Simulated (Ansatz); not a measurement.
CH₅BrGe, SMILES [CH3][GeH2][Br].

Coordinates come from a ωB97X-D3(BJ)/def2-SVP optimisation.

Two levels are set side by side: PBE/def2-SVPD (Ansatz, a program for electronic structure) and PBE0/def2-SVPD (Ansatz). Energy differences of separate SCF runs at the same geometry; the states with an electron removed or added have multiplicity 2 and 2. Differences are taken from unrounded values.

```json
[
 {"quantity": "vertical ionisation energy (eV)", "PBE0": "10.29", "PBE": "10.00", "PBE minus PBE0": "-0.29"},
 {"quantity": "vertical singlet–triplet gap (eV)", "PBE0": "5.99", "PBE": "5.64", "PBE minus PBE0": "-0.35"}
]
```
